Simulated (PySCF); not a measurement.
Isomers of C2H2BN. All species are isolated molecules in the gas phase. Strings in code marks are SMILES.

Calculation: B3LYP-D3(BJ)/def2-TZVP run with PySCF. All candidates: neutral, multiplicity 1. B3LYP has the VWN-RPA correlation part, as in Gaussian. Delta-SCF ions had no search for a lower state. Excitations are Tamm–Dancoff values on a coarser integration grid. The basis has no diffuse functions, so Rydberg states are missing or too high.

| Quantity | Value |
|---|---|
| dipole moment | 1.32 D |
| vertical ionisation energy (Delta-SCF) | 9.51 eV |
| S1 excitation (TDA) | 4.76 eV |

Say which member has these values.
A. `C#CB=N`
B. `B=CC#N`
C. `C=BC#N`
D. `B=NC#C`

D, `B=NC#C`. The others give `B=CC#N`: 5.01 D, 9.82 eV, 2.96 eV; `C#CB=N`: 0.78 D, 10.31 eV, 5.33 eV; `C=BC#N`: 2.55 D, 9.78 eV, 2.57 eV
